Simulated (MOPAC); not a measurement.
MOPAC input (PM6):

```
PM6 FORCE THERMO(298,298) PRECISE LET CHARGE=-1 GEO-OK AUX(PRECISION=9) THREADS=1
HBIO2

O    -1.01553238 1    2.24112043 1   -0.34970891 1
B    -1.11506900 1    1.02331159 1   -0.14581515 1
O    -2.23955541 1    0.18960378 1    0.01625429 1
I     0.61743488 1   -0.45824322 1    0.06278260 1
H    -3.05403115 1    0.69580016 1   -0.05027963 1
```

From the output:

```
     H    5   0.114917   0.797298   2.981826   0.100311   3.610735

          HEAT OF FORMATION =    -192.344135 KCALS/MOLE

          ZERO POINT ENERGY      11.308 KCAL/MOL

           NORMAL COORDINATE ANALYSIS (Total motion = 1 Angstrom)

   Root No.       1         2         3         4         5         6         7         8

                 1 A'      2 A'      1 A"      3 A'      2 A"      4 A'      5 A'      6 A'

                 176.9     253.3     376.3     428.1     489.9     911.1    1078.2    1686.4

           1    0.1131   -0.1792    0.0000   -0.1065   -0.0000    0.0849    0.0671   -0.3254
           2   -0.0621    0.3554    0.0000   -0.1124   -0.0000    0.0109   -0.0049   -0.0066
           3   -0.0000   -0.0000    0.0278    0.0000   -0.1070    0.0000   -0.0000    0.0000
           4    0.1150   -0.1694   -0.0000   -0.1149    0.0000    0.0333    0.0049    0.5596
           5    0.0792    0.0750   -0.0000    0.2491    0.0000    0.0644    0.1958    0.0919
           6   -0.0000    0.0000   -0.1105   -0.0000    0.3264    0.0000   -0.0000   -0.0000
           7   -0.1088   -0.1497   -0.0000    0.0959   -0.0000   -0.1459   -0.0353   -0.0492
           8    0.2952    0.0578   -0.0000    0.0468   -0.0000   -0.0653   -0.1094   -0.0565
           9    0.0000    0.0000   -0.0370   -0.0000   -0.1092   -0.0000    0.0000    0.0000
          10   -0.0076    0.0572    0.0000    0.0079   -0.0000   -0.0003    0.0001   -0.0006
          11   -0.0375   -0.0589    0.0000   -0.0145   -0.0000   -0.0003   -0.0004    0.0004
          12    0.0000    0.0000    0.0041    0.0000   -0.0041   -0.0000    0.0000    0.0000
          13   -0.3379   -0.1662    0.0000    0.4045    0.0000    0.6503   -0.5726    0.0146
          14    0.1704    0.0519    0.0000    0.1918    0.0000    0.2044   -0.2417   -0.0283
          15    0.0000    0.0000    0.8206   -0.0000    0.4532   -0.0000    0.0000    0.0000

   Root No.       9

                 7 A'

                2509.5

           1    0.0014
           2    0.0006
           3   -0.0000
           4    0.0031
           5   -0.0127
           6   -0.0000
           7    0.0151
           8   -0.0469
           9   -0.0000
          10   -0.0000
          11   -0.0001
          12    0.0000
          13   -0.2916
          14    0.8894
          15   -0.0000

           MASS-WEIGHTED COORDINATE ANALYSIS (NORMAL COORDINATES)

   Root No.       1         2         3         4         5         6         7         8

                 1 A'      2 A'      1 A"      3 A'      2 A"      4 A'      5 A'      6 A'

                 176.9     253.3     376.3     428.1     489.9     911.1    1078.2    1686.4

           1    0.2925   -0.3496    0.0000   -0.3351   -0.0000    0.3312    0.2574   -0.5674
           2   -0.1607    0.6934    0.0000   -0.3536   -0.0000    0.0424   -0.0186   -0.0115
           3   -0.0000   -0.0000    0.1207    0.0000   -0.3250    0.0000   -0.0000    0.0000
           4    0.2445   -0.2717   -0.0000   -0.2971    0.0000    0.1068    0.0153    0.8021
           5    0.1685    0.1202   -0.0000    0.6443    0.0000    0.2066    0.6172    0.1317
           6   -0.0000    0.0000   -0.3947   -0.0000    0.8147    0.0000   -0.0000   -0.0000
           7   -0.2815   -0.2920   -0.0000    0.3019   -0.0000   -0.5691   -0.1355   -0.0858
           8    0.7636    0.1128   -0.0000    0.1472   -0.0000   -0.2547   -0.4195   -0.0985
           9    0.0000    0.0000   -0.1609   -0.0000   -0.3317   -0.0000    0.0000    0.0000
          10   -0.0557    0.3143    0.0000    0.0700   -0.0000   -0.0034    0.0013   -0.0027
          11   -0.2731   -0.3236    0.0000   -0.1283   -0.0000   -0.0027   -0.0038    0.0017
          12    0.0000    0.0000    0.0497    0.0000   -0.0354   -0.0000    0.0000    0.0000
          13   -0.2194   -0.0814    0.0000    0.3195    0.0000    0.6368   -0.5512    0.0064
          14    0.1107    0.0254    0.0000    0.1515    0.0000    0.2001   -0.2326   -0.0124
          15    0.0000    0.0000    0.8951   -0.0000    0.3454   -0.0000    0.0000    0.0000

   Root No.       9

                 7 A'

                2509.5

           1    0.0057
           2    0.0024
           3   -0.0000
           4    0.0108
           5   -0.0433
           6   -0.0000
           7    0.0630
           8   -0.1952
           9   -0.0000
          10   -0.0004
          11   -0.0017
          12    0.0000
          13   -0.3046
          14    0.9290
          15   -0.0000

          DESCRIPTION OF VIBRATIONS

 VIBRATION          1    1A'         ATOM PAIR     ENERGY CONTRIBUTION    RADIAL
 FREQUENCY           176.90         B 2 -- O 3         +34.4% (319.7%)      1.4%
 TRANSITION DIPOLE   0.2457         O 3 -- I 4         +31.8% (307.5%)     99.5%
 TRAVEL (Ang.)       0.2173         B 2 -- I 4         +16.6% (221.7%)     11.3%
 REDUCED MASS        8.0718         O 3 -- H 5          +9.3% (166.6%)     85.9%
 EFFECTIVE MASS     79.8508
 FORCE CONSTANT      0.1488

 VIBRATION          2    2A'         ATOM PAIR     ENERGY CONTRIBUTION    RADIAL
 FREQUENCY           253.29         B 2 -- O 3         +38.0% (147.1%)     77.8%
 TRANSITION DIPOLE   0.6608         B 2 -- I 4         +37.9% (147.0%)     91.8%
 TRAVEL (Ang.)       0.1534         O 1 -- B 2         +11.4% ( 80.7%)      1.8%
 REDUCED MASS       11.3115         O 3 -- I 4          +9.3% ( 72.6%)     48.1%
 EFFECTIVE MASS     33.0365
 FORCE CONSTANT      0.4276

 VIBRATION          3    1A"         ATOM PAIR     ENERGY CONTRIBUTION    RADIAL
 FREQUENCY           376.30         O 3 -- H 5         +59.7% ( 95.2%)      0.0%
 TRANSITION DIPOLE   0.6567         O 1 -- B 2         +16.4% ( 50.0%)      0.0%
 TRAVEL (Ang.)       0.4403         B 2 -- I 4         +13.3% ( 45.0%)      0.0%
 REDUCED MASS        0.9244         B 2 -- O 3         +10.2% ( 39.4%)      0.0%
 EFFECTIVE MASS      3.1249
 FORCE CONSTANT      0.0771

 VIBRATION          4    3A'         ATOM PAIR     ENERGY CONTRIBUTION    RADIAL
 FREQUENCY           428.11         B 2 -- I 4         +30.6% (131.3%)     96.5%
 TRANSITION DIPOLE   2.9659         B 2 -- O 3         +28.6% (127.0%)      0.1%
 TRAVEL (Ang.)       0.2005         O 1 -- B 2         +22.0% (111.4%)      0.1%
 REDUCED MASS        3.9184         O 3 -- H 5         +13.3% ( 86.7%)      5.7%
 EFFECTIVE MASS     15.8644
 FORCE CONSTANT      0.4231

 VIBRATION          5    2A"         ATOM PAIR     ENERGY CONTRIBUTION    RADIAL
 FREQUENCY           489.94         O 1 -- B 2         +34.2% ( 81.8%)      0.0%
 TRANSITION DIPOLE   2.0100         B 2 -- O 3         +32.7% ( 80.1%)      0.0%
 TRAVEL (Ang.)       0.1635         B 2 -- I 4         +25.7% ( 71.0%)      0.0%
 REDUCED MASS        5.1495         O 3 -- H 5          +6.6% ( 36.1%)      0.0%
 EFFECTIVE MASS     10.4032
 FORCE CONSTANT      0.7283

 VIBRATION          6    4A'         ATOM PAIR     ENERGY CONTRIBUTION    RADIAL
 FREQUENCY           911.10         O 3 -- H 5         +47.2% ( 88.4%)      1.4%
 TRANSITION DIPOLE   1.0973         B 2 -- O 3         +27.6% ( 67.6%)     94.1%
 TRAVEL (Ang.)       0.1612         O 3 -- I 4         +13.9% ( 48.0%)      7.5%
 REDUCED MASS        2.8494         O 1 -- B 2          +6.8% ( 33.6%)     65.1%
 EFFECTIVE MASS      8.7595
 FORCE CONSTANT      1.3936

 VIBRATION          7    5A'         ATOM PAIR     ENERGY CONTRIBUTION    RADIAL
 FREQUENCY          1078.24         B 2 -- O 3         +34.0% ( 69.3%)     69.7%
```

The dipole moment of an ion depends on the origin.
